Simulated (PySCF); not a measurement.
Si(CCH)2(F)(H) (C4H3FSi), SMILES C([SiH](F)C#C)#C. Atoms are numbered in the order given.

```xyz
9

Si     0.4127     0.4703     0.0000
F     -0.5247     1.7955     0.0000
C      0.0323    -0.5118    -1.4953
C     -0.2032    -1.1678    -2.4890
C      0.0323    -0.5118     1.4953
C     -0.2032    -1.1678     2.4890
H      1.8234     0.9119     0.0000
H     -0.4144    -1.7504    -3.3707
H     -0.4144    -1.7504     3.3707
```

Coordinates come from a ωB97X-D3(BJ)/def2-SVP optimisation. The structure was generated by enumeration, and PubChem lists no compound with its InChIKey, so it may never have been made.

All values below come from ωB97X-D3(BJ)/def2-SVP run with PySCF 2.14.0.

Frequencies are harmonic and unscaled.

Computed vibrational spectrum:
| mode | ν (cm⁻¹) | IR (km/mol) | Raman (Å⁴/amu) | depolarisation | moving atoms (share of kinetic energy) |
|---|---|---|---|---|---|
| 1 | 94 | 1.6 | 13.3 | 0.74 | C 66 %, H 17 %, Si 10 % |
| 2 | 150 | 3.2 | 6.2 | 0.75 | C 46 %, F 23 %, H 16 %, Si 15 % |
| 3 | 161 | 1.3 | 9.1 | 0.75 | F 42 %, C 40 %, H 12 % |
| 4 | 237 | 2.7 | 8.0 | 0.75 | C 81 %, H 19 % |
| 5 | 342 | 21.2 | 4.0 | 0.75 | C 71 %, F 19 % |
| 6 | 387 | 27.6 | 6.9 | 0.70 | C 76 %, F 10 %, H 9 % |
| 7 | 431 | 69.6 | 3.0 | 0.66 | C 67 %, Si 16 %, F 10 % |
| 8 | 618 | 72.8 | 8.0 | 0.09 | C 54 %, Si 36 % |
| 9 | 693 | 102.4 | 3.1 | 0.75 | C 42 %, Si 42 %, H 15 % |
| 10 | 778 | 24.4 | 1.3 | 0.75 | H 75 %, C 25 % |
| 11 | 778 | 36.7 | 2.9 | 0.70 | H 75 %, C 25 % |
| 12 | 791 | 1.1 | 2.4 | 0.75 | H 75 %, C 25 % |
| 13 | 791 | 43.6 | 1.5 | 0.74 | H 75 %, C 25 % |
| 14 | 841 | 329.6 | 5.7 | 0.75 | H 79 %, Si 16 % |
| 15 | 850 | 28.5 | 8.7 | 0.74 | H 77 %, F 19 % |
| 16 | 930 | 256.3 | 3.0 | 0.32 | Si 46 %, F 39 %, H 13 % |
| 17 | 2204 | 110.0 | 62.3 | 0.75 | C 90 %, H 10 % |
| 18 | 2204 | 41.1 | 177.4 | 0.15 | C 90 %, H 10 % |
| 19 | 2328 | 104.0 | 148.5 | 0.16 | H 97 % |
| 20 | 3470 | 63.7 | 24.7 | 0.75 | H 85 %, C 15 % |
| 21 | 3470 | 26.2 | 58.6 | 0.11 | H 85 %, C 15 % |
